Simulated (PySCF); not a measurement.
PySCF 2.14 output of an unrestricted M06-L calculation on a single atom or ion in Sapporo-DKH3-DZP-2012 (8s6p3d, 41 functions), with the spin-free X2C one-electron Hamiltonian (Gaussian nucleus):

```
SCF conv_tol = 1e-09
number electrons alpha = 27  beta = 27
    Y. Zhao and D. G. Truhlar.,  J. Chem. Phys. 125, 194101 (2006)
    Y. Zhao and D. G. Truhlar.,  J. Chem. Phys. 125, 194101 (2006)
    Y. Zhao and D. G. Truhlar.,  Theor. Chem. Acc. 120, 215 (2008)
cycle= 1 E= -8133.52625254837  delta_E= -0.00121  |g|= 0.01  |ddm|= 0.0917
cycle= 2 E= -8133.52628550964  delta_E= -3.3e-05  |g|= 0.00469  |ddm|= 0.0319
cycle= 3 E= -8133.52629214546  delta_E= -6.64e-06  |g|= 9.72e-05  |ddm|= 0.00858
cycle= 4 E= -8133.5262921507  delta_E= -5.24e-09  |g|= 2.83e-06  |ddm|= 0.000279
cycle= 5 E= -8133.52629215071  delta_E= -1.09e-11  |g|= 2.72e-09  |ddm|= 7.9e-06
converged SCF energy = -8133.52629215071  <S^2> = -2.1316282e-14  2S+1 = 1
```

The run itself started from symmetry-adapted Hartree-Fock orbitals and held the occupation by maximum overlap, on a logarithmic radial grid, so the iterations belong to that start.

Question: Which element, charge and spin multiplicity is this?

Answer: Ba²⁺ (barium, charge +2), multiplicity 1; the state was [Xe], closed-shell 1S.

Spin-orbit coupling, which splits the p, d and f shells strongly at this Z, is absent.
